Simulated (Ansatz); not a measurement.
```xyz
12

C    -1.317    0.214    1.619
C    -0.647   -0.487    0.720
F    -0.094   -1.662    1.082
C    -0.367   -0.157   -0.694
Si    1.451    0.257   -1.021
H    -1.771    1.154    1.343
H    -1.419   -0.141    2.636
H    -0.972    0.700   -0.998
H    -0.645   -1.003   -1.332
H     2.329   -0.882   -0.657
H     1.617    0.555   -2.469
H     1.837    1.453   -0.229
```

The species carries charge 0 and has multiplicity 1.

List the PBE/def2-TZVPP orbital energies in eV (the Gaussian-basis code of Ansatz). (Estimate.)

Ansatz gave: Occupied: -1779.60, -660.30, -271.31, -269.32, -268.67, -137.37, -94.10, -94.09, -94.09, -30.62, -19.79, -17.59, -14.49, -13.19, -12.19, -11.91, -11.14, -10.37, -9.70, -8.89, -8.41, -8.28, -8.26, -6.04. Lowest empty: -0.75, -0.23, 0.49, 0.63, 1.06, 1.24, 1.72, 1.97.
